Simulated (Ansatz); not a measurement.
Input and output for FGaH₂S₂ (`[F][Ga]([SH])[SH]`).

```yaml
crystal:
  periodic: [false, false, false]
  atoms:
    - {symbol: F, position_ang: [-0.626029, -1.922445, 0.638851]}
    - {symbol: Ga, position_ang: [-0.261857, -0.306596, 0.073455]}
    - {symbol: S, position_ang: [1.824088, 0.322710, 0.197267]}
    - {symbol: S, position_ang: [-1.949505, 0.850235, -0.676120]}
    - {symbol: H, position_ang: [2.192452, -0.860328, 0.720543]}
    - {symbol: H, position_ang: [-1.179148, 1.916424, -0.953997]}
basis:
  gaussian: {orbitals: def2-TZVPD, final_grid: {core_spheres: 8, valence_spheres: 7, degree: 23}}
total_charge: -1
magnetization: {spin_polarized: true, initial_magnetization: 1}
hamiltonian: {xc: {name: B2GP-PLYP}}
accuracy: high
output: {forces: true}
```

```sh
$ ansatz run in.yaml --threads 4 --pin off --events-out ev --progress --plain --max-ram 10444MiB
```

Shortened log:

```
Functional definition: B2GP-PLYP
3197 factors; integrals over basis functions are off by at most 4.4e-9 eV
mean field evaluation 1: about -76767.8156 eV, gradient 1.6e1 eV
mean field evaluation 2: about -76767.9017 eV, gradient 1.6e1 eV
mean field evaluation 4: about -76769.2065 eV, gradient 1.7e0 eV
mean field evaluation 8: about -76769.2375 eV, gradient 2.6e-1 eV
mean field evaluation 16: about -76769.2396 eV, gradient 4.2e-3 eV
mean field evaluation 32: about -76769.2396 eV, gradient 6.0e-6 eV
mean field -76769.23960250 eV, -2821.2175193323 hartree, gradient 9.4e-8 eV, S^2 0.751965; 6 other end points of the search recorded, 0 dependent functions left out
20 core orbitals not correlated: weight in the atoms' cores, before any rotation towards them, 1.000 or more for the frozen orbitals, at most 0.000 for the correlated occupied ones
reference -76769.23961416 eV, -2821.2175197607 hartree; 18, 17 occupied and 166, 167 virtual orbitals, 3197 factors
second order -26.67562070 eV of doubles, -0.00000000 eV of singles
Total energy: -76778.84283761 eV, -2821.5704317133 hartree
Atom 0 at    -0.626029    -1.922445     0.638851 Å, force    -0.266954    -1.085630     0.375410 eV/Å
Atom 1 at    -0.261857    -0.306596     0.073455 Å, force     0.050114    -0.011969     0.013995 eV/Å
Atom 2 at     1.824088     0.322710     0.197267 Å, force     1.289701     0.329554     0.099180 eV/Å
Atom 3 at    -1.949505     0.850235    -0.676120 Å, force    -1.066697     0.761839    -0.485222 eV/Å
Atom 4 at     2.192452    -0.860328     0.720543 Å, force     0.045120     0.023317    -0.000574 eV/Å
Atom 5 at    -1.179148     1.916424    -0.953997 Å, force    -0.051284    -0.017111    -0.002789 eV/Å
Dipole moment:    -0.013288    -0.160069     0.060023 e Å
```

Run time 42 s (4 threads of an Arm Neoverse V2 on a shared host); peak host memory 1.5 GiB.
